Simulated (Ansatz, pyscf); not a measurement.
•O–AlH–OH (SMILES [O][AlH][OH]) → [HO–Al–OH]• (SMILES [OH][Al][OH]), a hydrogen shift on the doublet surface: Al–H broken, H–O formed. Optimised with ωB97X-D3(BJ)/def2-SVP in PySCF. Wave-function energies: Ansatz (a first-principles code), frozen core, RHF or UHF references. In kJ/mol, from the reactant's lowest minimum found.

```json
[
 {"level": "ωB97X-D3(BJ)/def2-TZVP", "barrier": "88.91", "reaction energy": "-141.38"},
 {"level": "ωB97M-D3(BJ)/def2-TZVP", "barrier": "84.49", "reaction energy": "-141.61"},
 {"level": "CCSD(T)/cc-pV(D+d)Z", "barrier": "99.38", "reaction energy": "-137.58"},
 {"level": "CCSDT(Q)/cc-pV(D+d)Z", "barrier": "95.61", "reaction energy": "-137.96"},
 {"level": "CCSD(T)/cc-pV(T+d)Z", "barrier": "82.53", "reaction energy": "-155.49"},
 {"level": "CCSD(T)/cc-pV(Q+d)Z", "barrier": "80.61", "reaction energy": "-160.60"}
]
```

In cc-pV(D+d)Z, going from CCSD(T) to CCSDT(Q) shifts the barrier by -3.77 and the reaction energy by -0.38 kJ/mol. With HF in the quadruple-zeta basis and the correlation energy extrapolated as X⁻³ from X = 3, 4, CCSD(T) gives 78.16 and -163.38; adding the double-zeta shift gives ΔE‡ = 74.39 and ΔE = -163.76 kJ/mol, without core correlation, relativity or geometry relaxation at these levels. One saddle was located; it need not be the lowest between these sides.
